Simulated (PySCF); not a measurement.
PySCF input (M06-2X/6-31G* (5d)):

```python
from pyscf import gto, dft

mol = gto.M(
    atom='''
    C     1.88798500    0.66839400   -0.01309500
    O     0.76101900   -0.21517200    0.40905700
    B    -0.63666900   -0.17554500   -0.03820800
    O    -1.33592700   -1.13032600    0.57133300
    O    -0.85677600    0.78795000   -0.92711500
    H     2.24247700    1.17508900    0.87833000
    H     2.63925200    0.02805000   -0.46320600
    H     1.45829700    1.35753800   -0.72941100
    H     0.98120200   -0.90116400    1.06071500
    H    -2.27565000   -1.24907000    0.39492700
    H    -1.73667700    0.91729600   -1.29794900
    ''',
    basis='6-31g*',
    charge=1,
    spin=0,
    verbose=4,
)

mf = dft.RKS(mol, xc='m062x')
mf.grids.level = 4
mf.conv_tol = 1e-9
mf.max_cycle = 100
mf.max_memory = 1500
mf.kernel()
if not mf.converged:
    mf = mf.newton()
    mf.kernel(mf.make_rdm1())
mf.dip_moment()
```

Output:

```
PySCF version 2.14.0

[INPUT] verbose = 4
[INPUT] num. atoms = 11
[INPUT] num. electrons = 40
[INPUT] charge = 1
[INPUT] spin (= nelec alpha-beta = 2S) = 0
[INPUT] symmetry False subgroup None
[INPUT] Mole.unit = angstrom
[INPUT] Symbol           X                Y                Z      unit          X                Y                Z       unit  Magmom
[INPUT]  1 C      1.887985000000   0.668394000000  -0.013095000000 AA    3.567774577287   1.263081603303  -0.024745963601 Bohr   0.0
[INPUT]  2 O      0.761019000000  -0.215172000000   0.409057000000 AA    1.438117485590  -0.406616149675   0.773005699336 Bohr   0.0
[INPUT]  3 B     -0.636669000000  -0.175545000000  -0.038208000000 AA   -1.203130042001  -0.331731972537  -0.072202655767 Bohr   0.0
[INPUT]  4 O     -1.335927000000  -1.130326000000   0.571333000000 AA   -2.524536152412  -2.136006571475   1.079662895926 Bohr   0.0
[INPUT]  5 O     -0.856776000000   0.787950000000  -0.927115000000 AA   -1.619071990100   1.489009699851  -1.751993435976 Bohr   0.0
[INPUT]  6 H      2.242477000000   1.175089000000   0.878330000000 AA    4.237667370636   2.220596381989   1.659803146989 Bohr   0.0
[INPUT]  7 H      2.639252000000   0.028050000000  -0.463206000000 AA    4.987463453711   0.053006817794  -0.875332479255 Bohr   0.0
[INPUT]  8 H      1.458297000000   1.357538000000  -0.729411000000 AA    2.755781938275   2.565375023690  -1.378387022245 Bohr   0.0
[INPUT]  9 H      0.981202000000  -0.901164000000   1.060715000000 AA    1.854203052875  -1.702953153318   2.004460846218 Bohr   0.0
[INPUT] 10 H     -2.275650000000  -1.249070000000   0.394927000000 AA   -4.300355255366  -2.360400210410   0.746303869196 Bohr   0.0
[INPUT] 11 H     -1.736677000000   0.917296000000  -1.297949000000 AA   -3.281843896831   1.733438215159  -2.452768133653 Bohr   0.0

nuclear repulsion = 183.936353096418
number of shells = 42
number of NR pGTOs = 159
number of NR cGTOs = 82
basis = 6-31g*
ecp = {}

******** <class 'pyscf.dft.rks.RKS'> ********
method = RKS
initial guess = minao
damping factor = 0
level_shift factor = 0
DIIS = <class 'pyscf.scf.diis.CDIIS'>
diis_start_cycle = 1
diis_space = 8
diis_damp = 0
SCF conv_tol = 1e-09
SCF conv_tol_grad = None
SCF max_cycles = 100
direct_scf = True
direct_scf_tol = 1e-13
XC library pyscf.dft.libxc version 7.1.2
    S. Lehtola, C. Steigemann, M. J. T. Oliveira, and M. A. L. Marques,  SoftwareX 7, 1–5 (2018)
XC functionals = m062x
    Y. Zhao and D. G. Truhlar,  Theor. Chem. Acc. 120, 215 (2008)
    Y. Zhao and D. G. Truhlar,  Theor. Chem. Acc. 120, 215 (2008)
radial grids:
    Treutler-Ahlrichs [JCP 102, 346 (1995); DOI:10.1063/1.469408] (M4) radial grids

becke partition: Becke, JCP 88, 2547 (1988); DOI:10.1063/1.454033
pruning grids: <function nwchem_prune>
grids dens level: 4
symmetrized grids: False
atomic radii adjust function: <function treutler_atomic_radii_adjust>
small_rho_cutoff = 0
Set gradient conv threshold to 3.16228e-05
Initial guess from minao.
tot grids = 235744
init E= -292.9425107088
  HOMO = -0.398649373654973  LUMO = -0.0051364639016982  gap/eV = 10.70803
cycle= 1 E= -291.862351956455  delta_E= 1.08  |g|= 0.723  |ddm|= 2.83
  HOMO = -0.513969886069643  LUMO = -0.13289813453112  gap/eV = 10.36949
cycle= 2 E= -291.873706563035  delta_E= -0.0114  |g|= 0.731  |ddm|= 0.876
  HOMO = -0.614614377303554  LUMO = -0.127102259712984  gap/eV = 13.26588
cycle= 3 E= -291.96768100171  delta_E= -0.094  |g|= 0.0469  |ddm|= 0.431
  HOMO = -0.606141611289562  LUMO = -0.121734901978908  gap/eV = 13.18138
cycle= 4 E= -291.968075279977  delta_E= -0.000394  |g|= 0.0188  |ddm|= 0.0383
  HOMO = -0.6061632240304  LUMO = -0.120751703714721  gap/eV = 13.20872
cycle= 5 E= -291.968136189389  delta_E= -6.09e-05  |g|= 0.00722  |ddm|= 0.014
  HOMO = -0.606235104140737  LUMO = -0.121091566834776  gap/eV = 13.20143
cycle= 6 E= -291.96814582615  delta_E= -9.64e-06  |g|= 0.00103  |ddm|= 0.00443
  HOMO = -0.606286751100392  LUMO = -0.121015555520543  gap/eV = 13.20490
cycle= 7 E= -291.968146084345  delta_E= -2.58e-07  |g|= 0.00037  |ddm|= 0.00107
  HOMO = -0.606268678783488  LUMO = -0.12104405416263  gap/eV = 13.20363
cycle= 8 E= -291.968146121233  delta_E= -3.69e-08  |g|= 5.95e-05  |ddm|= 0.000331
  HOMO = -0.606265714686132  LUMO = -0.121038729762916  gap/eV = 13.20370
cycle= 9 E= -291.968146122574  delta_E= -1.34e-09  |g|= 1.26e-05  |ddm|= 7.75e-05
  HOMO = -0.606268053482677  LUMO = -0.121039327807512  gap/eV = 13.20375
cycle= 10 E= -291.968146122629  delta_E= -5.56e-11  |g|= 4.03e-06  |ddm|= 1.58e-05
  HOMO = -0.60626724141819  LUMO = -0.121038974149581  gap/eV = 13.20373
Extra cycle  E= -291.968146122632  delta_E= -2.05e-12  |g|= 3.01e-06  |ddm|= 5.11e-06
converged SCF energy = -291.968146122632

WARN: System has nonzero charge 1; the dipole moment is origin-dependent.
Location of origin: [0. 0. 0.]

Dipole moment(X, Y, Z, Debye):  0.24101, -0.25264,  0.28730
```

The dipole moment of an ion depends on the origin.

The geometry given is a B3LYP-D3(BJ)/def2-TZVP minimum.
